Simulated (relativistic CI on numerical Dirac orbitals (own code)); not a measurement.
**One change at a time: Re47+**

Base calculation: Dirac-Coulomb-Breit CI, separate exchange-only KLI orbitals for each configuration, model QED, unscaled Slater integrals.

Configuration list (outside the closed core [Ne]): 3s2.3p6.3d10, 3s2.3p6.3d9.4s, 3s2.3p6.3d9.4p, 3s2.3p6.3d9.4d, 3s2.3p5.3d10.4s, 3s2.3p6.3d9.4f, 3s2.3p5.3d10.4p, 3s2.3p6.3d8.4s2, 3s2.3p5.3d10.4d, 3s2.3p6.3d8.4s.4p, 3s.3p6.3d10.4s, 3s2.3p6.3d9.5s, 3s2.3p5.3d10.4f, 3s2.3p6.3d8.4p2, 3s2.3p6.3d8.4s.4d, 3s2.3p6.3d9.5p. Levels of other configurations are missing.

Variants: (1) QED terms removed. Shifts of the energy above 3s2.3p6.3d10 1S_0, in eV, for the lowest level and the first level of each name with at least 55 % of one term (blank where a level changes its place among those of its configuration and J or its character, or is not in the variant):

| Level | Base | Δ(1) |
| --- | --- | --- |
| 3s2.3p6.3d10 1S_0 | 0.00 | 0.00 |
| 3s2.3p6.3d9.4s 3D_3 | 1619.76 | -1.65 |
| 3s2.3p6.3d9.4s 1D_2 | 1621.68 | -1.65 |
| 3s2.3p6.3d9.4s 3D_1 | 1690.81 | -1.83 |
| 3s2.3p6.3d9.4s 3D_2 | 1692.04 | -1.83 |
| 3s2.3p6.3d9.4p 3F°_2 | 1789.76 | -0.37 |
| 3s2.3p6.3d9.4p 3F°_4 | 1829.19 | -0.30 |
| 3s2.3p6.3d9.4p 1P°_1 | 1832.38 | -0.31 |
| 3s2.3p6.3d9.4p 3D°_3 | 1834.48 | -0.30 |
| 3s2.3p6.3d9.4p 3P°_0 | 1896.90 | -0.49 |
| 3s2.3p6.3d9.4d 1P_1 | 2001.47 | -0.10 |
| 3s2.3p6.3d9.4d 3G_5 | 2003.11 | -0.10 |
| 3s2.3p6.3d9.4d 3D_3 | 2007.22 | -0.10 |
| 3s2.3p6.3d9.4d 3F_4 | 2009.16 | -0.10 |
| 3s2.3p6.3d9.4d 3P_0 | 2024.34 | -0.13 |
| 3s2.3p6.3d9.4d 3G_3 | 2051.29 | -0.22 |
| 3s2.3p6.3d9.4d 3F_2 | 2057.28 | -0.22 |
| 3s2.3p5.3d10.4s 3P°_2 | 2084.54 | -1.04 |
| 3s2.3p5.3d10.4s 1P°_1 | 2087.87 | -1.04 |
| 3s2.3p6.3d9.4d 1S_0 | 2097.94 | -0.17 |
| 3s2.3p6.3d9.4f 3P°_0 | 2155.83 | -0.05 |
| 3s2.3p6.3d9.4f 3P°_1 | 2158.91 | -0.06 |

At this charge energies of transitions that change n are usually good to better than 1 %, and those within a shell (Δn = 0) to a few per cent.

Ionisation energy from the two ground configurations alone: base 4211.27 eV. The NIST ASD value (measured) is 4214 eV.

LS names give the leading component of a level, which can be under half, so a name can repeat, a term be missing and a line seem to break the LS rules.
